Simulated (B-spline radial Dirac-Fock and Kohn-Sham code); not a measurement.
## The Xe-like isoelectronic sequence (54 electrons), Z = 66 to 73

Model: Dirac-Fock ΔSCF + Breit + QED. Program: an atomic code on a B-spline grid. Binding energies in eV, tabulated ground configurations. Correlation and solid-state effects are left out.

| ion | configuration | 2s | 2p3/2 | 4p1/2 | 4d5/2 | outermost level | NIST ionisation energy |
| --- | --- | --- | --- | --- | --- | --- | --- |
| Dy¹²⁺ | [Kr] 4d10 4f6 5s2 | 9304.6 | 8041.5 | 581.1 | 397.8 | 237.0 (4f) | – |
| Ho¹³⁺ | [Kr] 4d10 4f6 5s2 | 9690.7 | 8360.6 | 631.7 | 439.6 | 272.1 (4f) | – |
| Er¹⁴⁺ | [Kr] 4d10 4f7 5s1 | 10075.9 | 8675.9 | 674.5 | 474.6 | 300.2 (4f) | – |
| Tm¹⁵⁺ | [Kr] 4d10 4f8 | 10470.9 | 8997.3 | 718.8 | 510.8 | 329.2 (4f) | 352 ± 17 |
| Yb¹⁶⁺ | [Kr] 4d10 4f8 | 10887.4 | 9336.3 | 774.9 | 557.1 | 368.8 (4f) | 396 ± 20 |
| Lu¹⁷⁺ | [Kr] 4d10 4f8 | 11314.9 | 9682.5 | 833.3 | 605.2 | 410.3 (4f) | 438 ± 22 |
| Hf¹⁸⁺ | [Kr] 4d10 4f8 | ? | ? | ? | ? | ? | ? |
| Ta¹⁹⁺ | [Kr] 4d10 4f8 | 12203.6 | 10396.5 | 956.7 | 707.0 | 498.8 (4f) | 530 ± 30 |

Question: Fill in the row of Hf¹⁸⁺.

Answer: 2s 11753.6, 2p3/2 10035.9, 4p1/2 893.9, 4d5/2 655.2, outermost 453.7 (4f), NIST 481 ± 24 eV.

NIST's values are for the lowest levels; a dash marks a value that is missing or belongs to another shell. Their kind here: theoretical. Where a p, d or f shell is open in either ion the computed value averages over both j values and all terms, while the table refers to the lowest levels; that difference holds spin-orbit splitting (largest in heavy or highly charged ions), term energies where several electrons share open shells, and correlation, and it can reach 10 % or more.
